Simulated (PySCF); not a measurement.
## Excitation energy of Ar⁺ by level of theory

Ar⁺ [Ne] 3s2 3p5 (2P) → Ar⁺ [Ne] 3s1 3p6 (2S), as a difference of total energies. Calculation: PySCF 2.14, in aug-cc-pwCVDZ (6s5p3d, 36 functions); no relativity, point nucleus. Correlated levels: valence: [Ne] frozen. The calculations carry no spin-orbit coupling.

| method | excitation energy (cm⁻¹) | error (cm⁻¹) |
| --- | --- | --- |
| UHF | 148940 | +40692 |
| MP2 (valence) | 126100 | +17856 |
| SCS-MP2 (valence) | 123500 | +15252 |
| CCSD (valence) | 111420 | +3173 |
| CCSD(T) (valence) | 108260 | +18 |

Reference: 108240 cm⁻¹ (measured; NIST levels, between the centres of gravity of the two terms).

Errors of the correlated levels include the incompleteness of this basis and the frozen core.

The coupled-cluster amplitudes are large for the upper state (T1 above 0.03 or a double amplitude above 0.15), so a single reference is strained.
